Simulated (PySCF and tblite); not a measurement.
Values are calculated unless marked as measured or tabulated.
C9H12, numbered as in [CH:1]#[C:2][C@@H:3]1[CH2:4][C@@H:5]2[CH2:6][CH2:7][C@@H:8]2[CH2:9]1. Level: HSE06-D3(BJ)/pcSseg-1 (IEF-PCM, benzene)//GFN2-xTB, thermal terms from GFN2-xTB, symmetry numbers and mirror pairs counted. Conformers within 2.5 kcal/mol (GFN2-xTB free energy) were kept, 2 at most. GIAO shieldings: HSE06/pcSseg-1 (IEF-PCM, benzene). Shifts are against TMS (¹H), TMS (¹³C) at the same level. Programs: PySCF with density fitting and tblite.

The 4-ring runs over atoms 5–6–7–8. The 5-ring runs over atoms 3–4–5–8–9.

```
conformer                                                              shape  point group  mirror pair  ΔE(DFT)  Δ(G−E) at 350 K  δ H3 (ppm)
        1  4-ring flat; 5-ring envelope (ring torsions -20, 0, 20, -33, 33°)           Cs           no     0.00             0.00        3.16
        2  4-ring flat; 5-ring envelope (ring torsions 24, 0, -23, 38, -38°)           Cs           no     1.36            -0.61        2.46
```

Energies in kcal/mol; the thermal term leaves out symmetry numbers and mirror images.

Question: Work out the weights at 350 K and the ¹H shift of H3 under fast exchange.

Answer: RT = 0.696 kcal/mol. Each conformer gets RT ln(σ/g), with σ the rotational symmetry number and g = 2 for a mirror pair: 1: σ = 1, g = 1, G = 0.00 + 0.00 + 0.00 = 0.00, 0.00 above the lowest, exp(−ΔG/RT) = 1.000; 2: σ = 1, g = 1, G = 1.36 − 0.61 + 0.00 = 0.75, 0.75 above the lowest, exp(−ΔG/RT) = 0.342. The sum is 1.342, so the weights are 74.5, 25.5 %. The averaged shift is 2.98 ppm. At 298.15 K it is 3.02 ppm. At 298.15 K the leading conformer alone gives 3.16 ppm and bare DFT energies give 3.10 ppm.

GFN2-xTB leaves a saturated small ring flat here that puckers in reality.
